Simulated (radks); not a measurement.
The germanium ion Ge2+, configuration [Ar] 3d10 4s2. All-electron calculation, Dirac Kohn-Sham, PBE, spin-unpolarised, spherical densities, finite nucleus; Fermi nuclear charge, rms radius 4.0742 fm. Program: a radial shooting solver on a logarithmic mesh with Libxc functionals.

Spin-orbit splittings of the eigenvalues, e(l+1/2) - e(l-1/2), with zeta = 2 splitting/(2l+1) and mean radii in bohr:

shell  occ.  splitting (eV)  zeta (eV)  <r> j=l-1/2  <r> j=l+1/2
2p        6           31.88      21.25       0.1812       0.1848
3p        6           4.276      2.851       0.6397       0.6503
3d       10          0.5876     0.2350       0.7286       0.7337
4p        0               ?          ?        2.312        2.343

Estimate the 4p splitting.

Answer. 0.3059 eV (zeta = 0.2040 eV).
